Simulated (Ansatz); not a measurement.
`[CH3][GeH]([F])[F]`, relaxed with RKS PBE-D4/def2-SVP in Ansatz from a rough embedded geometry. The force threshold is 0.03 eV/Å; the program also tests the step.

Charge 0, multiplicity 1.

Start:

```xyz
8

C     0.719    0.124    0.672
Ge   -0.609   -0.117   -0.648
F    -1.652    1.256   -0.619
F    -1.587   -1.512   -0.270
H     1.439   -0.788    0.692
H     1.373    1.030    0.489
H     0.293    0.221    1.705
H     0.025   -0.214   -2.020
```

| step | energy (eV) | largest force (eV/Å) | largest move (Å) |
| --- | --- | --- | --- |
| 1 | -63028.8141 | 1.835 | 0.000 |
| 2 | -63028.9621 | 0.687 | 0.141 |
| 3 | -63028.9797 | 0.108 | 0.038 |
| 4 (rejected) | -63028.9776 | 0.289 | 0.039 |
| 5 | -63028.9811 | 0.028 | 0.019 |

End:

```xyz
8

C     0.775    0.116    0.725
Ge   -0.553   -0.100   -0.671
F    -1.659    1.259   -0.613
F    -1.550   -1.490   -0.286
H     1.443   -0.766    0.750
H     1.379    1.024    0.534
H     0.265    0.215    1.702
H    -0.100   -0.258   -2.142
```

Run time 9.5 s (2 threads of a server CPU on a shared host); peak host memory 0.17 GiB.
